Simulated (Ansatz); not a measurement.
`NB(F)[SeH]` + `[CH3][SnH3]` → `[CH3][SnH2][SeH]` + `NBF`  (formal exchange of groups at the Se–B bond)

Program: Ansatz. Geometries: PBE0-D4/def2-TZVP. ΔE: electronic, gas phase. CCSD(T)/CBS is the MP2 limit (def2-TZVPP, def2-QZVPP) plus CCSD(T) − MP2 in def2-TZVPP, frozen cores. This one scheme is used for every species. DFT in def2-TZVPP. Elements past krypton have def2 core potentials. For Se, Sn outer-core shells are correlated without core-valence functions, which leaves a few kJ/mol of doubt a bond. Scalar relativity is left out up to krypton. One conformer a species, not always the lowest.

`NB(F)[SeH]`:

Cartesian coordinates in Å:
```
N 0.416 -0.746 -0.884
B 0.126 0.011 0.248
F 0.891 -0.119 1.335
Se -1.387 1.268 0.279
H -0.112 -0.704 -1.737
H 1.190 -1.388 -0.902
H -1.125 1.678 1.661
```

`[CH3][SnH3]`:

```xyz
8

C    -0.706    0.124    0.900
Sn    0.607   -0.106   -0.773
H    -1.389    0.956    0.725
H    -0.128    0.323    1.802
H    -1.287   -0.787    1.045
H    -0.296   -0.412   -2.192
H     1.525    1.317   -1.000
H     1.675   -1.415   -0.507
```

`[CH3][SnH2][SeH]`:

Cartesian coordinates in Å:
```
C -0.690 1.156 -0.351
Sn -0.218 -0.884 0.068
Se 2.298 -1.210 -0.041
H -0.302 1.422 -1.334
H -0.231 1.799 0.400
H -1.771 1.301 -0.336
H -0.774 -1.337 1.621
H -0.833 -1.941 -1.123
H 2.520 -0.305 1.095
```

`NBF`:

Cartesian coordinates in Å:
```
N 0.174 0.373 0.601
B -0.203 -0.336 -0.534
F 0.740 -0.755 -1.385
H -0.493 0.710 1.271
H 1.132 0.589 0.817
H -1.349 -0.581 -0.771
```

```csv
level,ΔE (kcal/mol)
LDA (SPW92),-5.2
PBE-D4,-7.8
BHLYP-D4,-10.0
r2SCAN,-7.6
BHLYP,-9.5
RPA@PBE/def2-TZVPP,-6.9
MP2/def2-SVP,-7.2
CCSD(T)/def2-TZVPP,-7.4
```

**Question.** What does CCSD(T)/CBS give? (Best estimate.)

**Answer.** Ansatz gave: -9.9 kcal/mol. The listed levels differ from it by 4.7, 2.1, -0.1, 2.3, 0.4, 3.0, 2.7, 2.5 kcal/mol.

**Question.** What do rigid-rotor, harmonic-oscillator terms from PBE0-D4/def2-TZVP frequencies (298.15 K, 1 bar) make of the CCSD(T)/CBS value? (An estimate is asked.)

**Answer.** Ansatz gave: ΔZPE = +1.2 kcal/mol, ΔH = -8.4 kcal/mol, ΔS = 18 J/(mol·K), ΔG = -9.7 kcal/mol.

Largest T1 diagnostic among the species: 0.012.

At CCSD(T), def2-SVP lies +3.2 kcal/mol from the extrapolated value and def2-TZVPP +2.5 kcal/mol. Leaving LDA and LC-ωPBE aside and taking each functional with its dispersion term where it has one, the values, not all of them listed here, spread over 4.7 kcal/mol, from BHLYP-D4 to B97M-V. LDA lies +2.6 kcal/mol from PBE without D4.
